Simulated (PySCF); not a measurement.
Compound: C6H8F4.
SMILES with atom numbers: `[CH3:1]/[C:2](=[CH:3]\[CH2:4][F:5])[CH2:6][C:7]([F:8])([F:9])[F:10]` (hydrogens: H11, H12, H13 on C1; H14 on C3; H15, H16 on C4; H17, H18 on C6)

Structure used (PBE0-D3(BJ)/def2-SVP), in Å, numbered top down from 1:
```
atom  x, y, z in Å
C1    -0.284    1.371   -0.784
C2    -0.043   -0.033   -0.315
C3    -1.006   -0.899    0.030
C4    -2.475   -0.659    0.045
F5    -3.134   -1.741   -0.489
C6     1.396   -0.469   -0.225
C7     2.164    0.141    0.924
F8     1.587   -0.121    2.099
F9     2.265    1.473    0.818
F10    3.409   -0.344    0.967
H11    0.307    1.581   -1.690
H12   -1.340    1.565   -1.011
H13    0.038    2.103   -0.026
H14   -0.720   -1.904    0.363
H15   -2.830   -0.525    1.084
H16   -2.759    0.240   -0.526
H17    1.464   -1.559   -0.096
H18    1.947   -0.209   -1.144
```

Method: TDDFT B3LYP/def2-SVPD, vertical, gas phase, core orbitals frozen in the response in PySCF 2.14.0, density-fitted response routines.

Kohn–Sham orbitals with the atoms that hold most of them (Löwdin shares over 4%, at most four atoms; ? is withheld):

```json
{"orbital": "HOMO-3", "ε (eV)": "-10.56", "atoms": "C1 20%, C2 19%, F5 12%, C3 11%"}
{"orbital": "HOMO-2", "ε (eV)": "-9.79", "atoms": "F5 50%, C4 20%, H15 11%, H16 7%"}
{"orbital": "HOMO-1", "ε (eV)": "-9.53", "atoms": "F5 27%, C4 18%, C3 15%, C6 8%"}
{"orbital": "HOMO", "ε (eV)": "-7.49", "atoms": "?"}
{"orbital": "LUMO", "ε (eV)": "-0.67", "atoms": "?"}
{"orbital": "LUMO+1", "ε (eV)": "0.20", "atoms": "C1 17%, C6 8%, C3 7%, C4 7%"}
{"orbital": "LUMO+2", "ε (eV)": "0.74", "atoms": "C4 15%, H16 13%, H17 10%, C6 9%"}
```

Q: Which atoms hold the HOMO, and with what shares?

A: C3 (bonded to 2 C and H) 33%; C2 (bonded to 3 C) 31%; C1 (bonded to C and 3 H) 6%; C4 (bonded to C, F and 2 H) 6%.

Q: Give the leading atoms of the LUMO.

A: C2 (bonded to 3 C) 29%; C3 (bonded to 2 C and H) 27%; C4 (bonded to C, F and 2 H) 8%; C6 (bonded to 2 C and 2 H) 5%.

Q: How does S1 compare with the orbital gap of 6.83 eV?

A: S1 is at 6.69 eV (f = 0.274), 0.14 eV below the gap, made of HOMO→LUMO (63%), HOMO→LUMO+1 (32%). Without the coupling terms of the response equations the lowest excitation would equal the gap.

Next come S2 at 6.89 eV (f 0.161), HOMO→LUMO+1 (66%), HOMO→LUMO (30%); S3 at 7.33 eV (f 0.0095), HOMO→LUMO+2 (94%); S4 at 7.58 eV (f 0.0043), HOMO-1→LUMO (95%); S5 at 7.66 eV (f 0.012), HOMO→LUMO+3 (92%).

Löwdin shares depend on the basis, the more so with diffuse functions.

One conformer stands for the species.
